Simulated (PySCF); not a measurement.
## Nuclear quadrupole coupling in `CC(C)([SiH3])C(=O)[SiH2][SiH3]`

Species: C4H14OSi3.
Atom-mapped SMILES: `[CH3:1][C:2]([CH3:3])([SiH3:4])[C:5](=[O:6])[SiH2:7][SiH3:8]` (hydrogens: H9, H10, H11 on C1; H12, H13, H14 on C3; H15, H16, H17 on Si4; H18, H19 on Si7; H20, H21, H22 on Si8)

Structure used (GFN2-xTB), in Å, numbered top down from 1:
```xyz
22
C4H14OSi3 angstrom
C     -1.401    1.808    0.081
C     -0.946    0.349    0.012
C     -0.671   -0.044   -1.435
Si    -2.313   -0.779    0.776
C      0.231    0.130    0.911
O      0.388    0.786    1.927
Si     1.587   -1.188    0.579
Si     3.294   -0.181   -0.609
H     -0.667    2.451   -0.404
H     -1.493    2.126    1.117
H     -2.359    1.946   -0.416
H     -1.551    0.147   -2.047
H     -0.418   -1.097   -1.529
H      0.152    0.544   -1.843
H     -1.865   -2.171    0.713
H     -3.512   -0.604   -0.047
H     -2.568   -0.370    2.153
H      0.999   -2.368   -0.078
H      1.982   -1.629    1.920
H      3.921    0.922    0.122
H      4.357   -1.135   -0.935
H      2.844    0.377   -1.891
```

Field gradients from the PBE0/pcSseg-1 density (PySCF, non-relativistic), principal values in atomic units, ordered |Vxx| ≤ |Vyy| ≤ |Vzz|:

```csv
atom,Vxx,Vyy,Vzz
O6,0.5096,1.4617,-1.9713
```

Problem. Find the asymmetry η = (Vxx − Vyy)/Vzz and the couplings χ = eQV/h (234.96 MHz × Q in barn × V in au), with Q(17O) = −0.0256 b.

Solution. 
```tsv
atom	environment	nucleus	η	χzz (MHz)	χxx (MHz)	χyy (MHz)
O6	carbonyl oxygen	17O	0.48	11.86	-3.07	-8.79
```

Problem. What is Vzz at O6 in SI units (1 au = 9.71736 × 10²¹ V/m²)?

Solution. -1.9713 au = -19.156 × 10²¹ V/m².

Problem. And the gradient at the other heavy atoms, for which no coupling is worked out here?

Solution. 
```json
{"atom": "C1", "environment": "methyl carbon", "Vzz (au)": "0.117", "η": "0.51"}
{"atom": "C2", "environment": "sp3 carbon bound to silicon", "Vzz (au)": "-0.058", "η": "0.41"}
{"atom": "C3", "environment": "methyl carbon", "Vzz (au)": "0.081", "η": "0.04"}
{"atom": "Si4", "environment": "SiH3 silicon", "Vzz (au)": "0.246", "η": "0.26"}
{"atom": "C5", "environment": "carbonyl carbon", "Vzz (au)": "0.574", "η": "0.06"}
{"atom": "Si7", "environment": "SiH2 silicon", "Vzz (au)": "0.129", "η": "0.58"}
{"atom": "Si8", "environment": "SiH3 silicon", "Vzz (au)": "0.060", "η": "0.88"}
```

Problem. What couplings would deuterons (Q(2H) = 0.00286 b) have in place of the hydrogens, at this geometry?

Solution. 
```tsv
atom	bonded to	bond length (Å)	Vzz (au)	η	χzz (kHz)
H9	C1	1.091	0.3097	0.04	208
H10	C1	1.087	0.3100	0.03	208
H11	C1	1.088	0.3137	0.03	211
H12	C3	1.089	0.3117	0.02	209
H13	C3	1.087	0.3130	0.02	210
H14	C3	1.090	0.3084	0.02	207
H15	Si4	1.464	0.1624	0.02	109
H16	Si4	1.465	0.1622	0.01	109
H17	Si4	1.458	0.1656	0.01	111
H18	Si7	1.473	0.1578	0.03	106
H19	Si7	1.465	0.1627	0.01	109
H20	Si8	1.464	0.1638	0.00	110
H21	Si8	1.465	0.1634	0.00	110
H22	Si8	1.469	0.1607	0.01	108
```

The structure is a single GFN2-xTB conformer in the gas phase; no vibrational or solvent corrections. GFN2-xTB frequencies show an imaginary mode (41i cm⁻¹), so this geometry is no minimum at that level. GFN2-xTB bond lengths can be off by several hundredths of an ångström, more for odd bonds, and the gradients follow them. The small basis limits the accuracy of the gradients.

These values come from a run that also computed NMR shieldings. Time: 2.7 min wall, 2.4 min CPU; peak memory 1.1 GiB. Hardware: an Intel Xeon at 2.50 GHz with one thread, no GPU, shared host with 64 logical CPUs at a one-minute load of 63.
